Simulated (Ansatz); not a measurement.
Z-matrix (Å, degrees):
```
C
N 1 1.452
H 1 1.095 2 109.9
H 1 1.095 2 112.7 3 120.8
H 1 1.092 2 109.9 3 -118.4
Si 2 1.733 1 119.4 3 151.0
C 2 1.401 1 115.6 3 -50.4
H 6 1.486 2 107.8 1 -52.3
H 6 1.490 2 114.3 1 67.2
H 6 1.484 2 106.9 1 -172.0
F 7 1.405 2 112.7 1 -72.9
H 7 1.095 2 110.9 1 45.0
H 7 1.092 2 110.7 1 168.2
```

Total charge 0; spin multiplicity 1.

(1) List the ωB97M-V/def2-TZVPP orbital energies in eV (the Gaussian-basis code of Ansatz). (Best estimate.)

Results:

(1) Ansatz gave: Occupied: -1807.18, -676.83, -394.74, -284.17, -282.33, -148.23, -102.36, -102.34, -102.32, -35.76, -28.49, -22.94, -20.68, -18.23, -16.63, -16.61, -16.03, -14.62, -14.25, -13.57, -12.56, -12.19, -12.14, -11.83, -9.56. Lowest empty: 2.08, 2.88, 3.11, 3.30, 3.83, 3.99, 4.33, 4.79.
